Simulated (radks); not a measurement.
Charge is removed step by step from the 4p (averaged over the sub-levels emptied) level of neutral molybdenum, starting from [Kr] 4d5 5s1. Calculated with a radial shooting solver on a logarithmic mesh with Libxc functionals: Dirac Kohn-Sham, PBE, spin-unpolarised, spherical densities, finite nucleus; open shells are shared between the two j in proportion to 2j + 1; Fermi nuclear charge, rms radius 4.4091 fm.

| removed (e) | E - E(0) (eV) | eigenvalue (eV) | E minus straight line (eV) |
|---|---|---|---|
| 0 | 0.000 | -38.513 | 0.000 |
| 0.125 | 4.892 | -39.777 | -0.609 |
| 0.25 | 9.947 | -41.099 | -1.057 |
| 0.375 | 15.169 | -42.473 | -1.336 |
| 0.5 | 20.567 | -43.895 | -1.440 |
| 0.625 | 26.145 | -45.361 | -1.363 |
| 0.75 | 31.909 | -46.868 | -1.101 |
| 0.875 | 37.864 | -48.412 | -0.648 |
| 1 | 44.013 | -49.992 | 0.000 |

Removing the whole electron costs 44.013 eV by Delta-SCF, against 38.513 eV from minus the eigenvalue at the starting occupation. Slater's transition state (half an electron removed) gives 43.895 eV. Integrating minus the eigenvalue over the occupation (Janak's theorem) gives 44.013 eV. The mean slope of the eigenvalue, de/dn, is 11.5 eV per electron.
